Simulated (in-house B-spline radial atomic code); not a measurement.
A fraction x of an electron is removed from 3d in Rh²⁺, starting from [Kr] 4d7 and keeping the highest spin. Method: scalar-relativistic (X2C) revTPSS, spin-polarised, spherical fractional occupations, Fermi nucleus of rms radius 4.4945 fm. Calculated with a B-spline radial code for spherical atoms.

| x | E(x) - E(0) (eV) | 3d down level (eV) |
| --- | --- | --- |
| 0 | 0.0000 | -321.049 |
| 0.02 | 6.4281 | -321.760 |
| 0.23 | 74.7867 | -329.296 |
| 0.33 | 107.8978 | -332.929 |
| 0.46 | 151.4878 | -337.695 |
| 0.5 | 165.0251 | -339.170 |
| 0.61 | ? | ? |
| 0.67 | 223.2202 | -345.490 |
| 0.78 | 261.4509 | -349.620 |
| 0.93 | ? | ? |
| 1 | 339.2839 | -357.973 |

Question: What belongs in the row x = 0.61?

Answer: An energy change of 202.5580 eV; 3d down at -343.251 eV.

Question: What belongs in the row x = 0.93?

Answer: An energy change of 314.3193 eV; 3d down at -355.302 eV.

Question: Check Janak's theorem between x = 0.02 and 0.23.

Answer: The slope of the energy is 325.52 eV; the orbital levels give 325.53 eV (-ε of the emptying orbital, averaged over the two points).
